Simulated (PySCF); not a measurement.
Molecule: sum formula H2SiO2Cl, net charge 0, doublet state. It need not be the lowest isomer of its formula. 
Geometry from a B3LYP-D3(BJ)/def2-TZVP (Ansatz) optimisation:
```
Si
O 1 1.6374
H 2 0.9634 1 117.09
O 1 1.6481 2 106.19 3 17.38
H 4 0.9618 1 118.52 2 174.58
Cl 1 2.0819 2 108.54 3 137.18
```
Charge 0, spin multiplicity 2.

Dispersion corrections to the total energy (kcal/mol) from the dftd3 and dftd4 libraries through PySCF: D3(BJ) without and D4 with the three-body term, each with the damping fitted for the functional named.

```json
[
 {"functional": "TPSSh", "D3(BJ)": "-3.44", "D4": "-3.79"},
 {"functional": "HSE06", "D3(BJ)": "[?]", "D4": "-2.44"},
 {"functional": "PW6B95", "D3(BJ)": "[?]", "D4": "-2.83"},
 {"functional": "B2PLYP", "D3(BJ)": "[?]", "D4": "-2.16"},
 {"functional": "HF", "D3(BJ)": "-25.51", "D4": "-11.05"},
 {"functional": "B2GP-PLYP", "D3(BJ)": "-2.67", "D4": "-1.30"},
 {"functional": "revPBE", "D3(BJ)": "-7.07", "D4": "-9.14"}
]
```

### Question
Complete the blanks.

### Answer

- HSE06, D3(BJ): -2.05
- PW6B95, D3(BJ): -1.69
- B2PLYP, D3(BJ): -2.66
